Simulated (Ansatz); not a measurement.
CdCl (SMILES [Cl][Cd]), doublet, geometry from GFN2-xTB (such geometries of metal compounds can be far from the true shape) (the spin is typed, not shown lowest) (core potentials on Cd); B97M-V/def2-SVP (Ansatz, a quantum-chemistry and plane-wave program).

Here is a job for Ansatz.
Ansatz 0.2 input:
```yaml
crystal:
  periodic: [false, false, false]
  atoms:
    - {symbol: Cd, position_ang: [-0.00000000, -0.00000000, -0.63633937]}
    - {symbol: Cl, position_ang: [0.00000000, 0.00000000, 1.79672293]}
basis:
  gaussian:
    orbitals: def2-SVP
hamiltonian:
  xc: {name: B97M-V}
magnetization: {spin_polarized: true, initial_magnetization: 1}
```

The log (banner, timings and long lists left out):

```
Functional definition: B97M-V
503 factors; their error is unknown
mean field evaluation 1: about -17078.4164 eV, gradient 1.5e1 eV
mean field evaluation 2: about -17059.7147 eV, gradient 5.0e1 eV
mean field evaluation 4: about -17079.9513 eV, gradient 2.3e0 eV
mean field evaluation 8: about -17079.9731 eV, gradient 4.2e-2 eV
mean field evaluation 16: about -17079.9568 eV, gradient 1.1e-5 eV
mean field -17079.95677313 eV, -627.6768342020 hartree, gradient 1.1e-5 eV, S^2 0.751344; 0 other end points of the search recorded, 0 dependent functions left out
reference -17079.95681732 eV, -627.6768358260 hartree; 19, 18 occupied and 30, 31 virtual orbitals, 503 factors
Total energy: -17079.95681732 eV, -627.6768358260 hartree
```
